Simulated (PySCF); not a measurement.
This script is equivalent to a calculation on Be³⁺ (beryllium, charge +3).

```python
from pyscf import gto, scf, dft, mp, cc
import basis_set_exchange as bse
mol = gto.M(atom="Be 0 0 0", charge=3, spin=1, symmetry="D2h",
            basis=gto.basis.parse(bse.get_basis("cc-pVTZ", elements=["Be"], fmt="nwchem", header=False)))
mf = scf.UHF(mol)
mf.irrep_nelec = {'Ag': (1, 0)}
mf.kernel()
```

Task: What total energy does it give?

Result: -7.97931 hartree (calculated).

Task: Which occupied shell lies highest, and where?

Result: 1s α, at -217.13 eV.

Task: What is ⟨S²⟩, and what would a pure spin state give?

Result: 0.750, against 0.75.
